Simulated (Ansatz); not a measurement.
Reaction (substitution at a C–C bond): `CC[Se][SiH2]C` + `N=C(F)F` → `CN=C(F)F` + `C[SiH2][Se]C`

Computed with Ansatz on PBE0-D4/def2-TZVP structures; ΔE is electronic, products minus reactants. CCSD(T)/CBS adds triple-zeta CCSD(T) − MP2 to the extrapolated MP2 energy (def2 sets, frozen cores). For Se outer-core shells are correlated without core-valence functions, which leaves a few kJ/mol of doubt a bond. Scalar relativity is left out up to krypton. Each species was taken in one conformer, which may not be the lowest.

| species | CCSD/CBS(def2) energy (Eh) |
| --- | --- |
| `CC[Se][SiH2]C` | -2809.96148 |
| `N=C(F)F` | -292.88247 |
| `CN=C(F)F` | -332.12553 |
| `C[SiH2][Se]C` | -2770.70715 |

(1) Work out ΔE.

Largest T1 diagnostic among the species: 0.013.

## Answers

(1) ΔE = (-332.12553) + (-2770.70715) − (-2809.96148) − (-292.88247) = 0.01127 Eh = +0.31 eV. CCSD(T)/CBS gives +0.31 eV.

The D4 term adds +0.04 eV with B3LYP and +0.02 eV with PBE0; it sums over pairs of atoms, weighted by their polarisabilities, and B3LYP, whose exchange is more repulsive, gets the larger term. In def2-TZVPP, CCSD(T) changes the Hartree–Fock value by +0.08 eV (the triples alone add +0.01 eV) and MP2 by +0.11 eV.

B3LYP here is the variant with VWN-RPA as its local correlation; programs differ in this.
